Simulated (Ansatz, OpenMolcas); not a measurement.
## How basis sets differ on TiNH2Cl3 (SMILES [NH2][Ti]([Cl])([Cl])[Cl])

The species is TiNH2Cl3 (7 atoms), meant as a singlet with charge 0. As SMILES, `[NH2][Ti]([Cl])([Cl])[Cl]`. Geometry: relaxed at PBE0-D4/def2-TZVP.

Quantity: the dipole moment, in D. The values are calculated.

```csv
level,kind,program,value (D),CPU time
HF/ANO-R0 (sfX2C),Hartree–Fock,OpenMolcas,3.45,10 s
HF/ANO-L-MB,Hartree–Fock,OpenMolcas,3.24,5.9 s
HF/STO-3G,Hartree–Fock,Ansatz,3.29,3.1 s
HF/3-21G,Hartree–Fock,OpenMolcas,4.62,4.9 s
HF/def2-SVP,Hartree–Fock,Ansatz,3.26,10 s
HF/cc-pVDZ,Hartree–Fock,Ansatz,3.27,32 s
```

The values span 3.24 to 4.62 D. Magnitudes only. Sets without polarisation functions give poor dipoles. CPU times are rough (shared hosts, several kinds of processor and program).
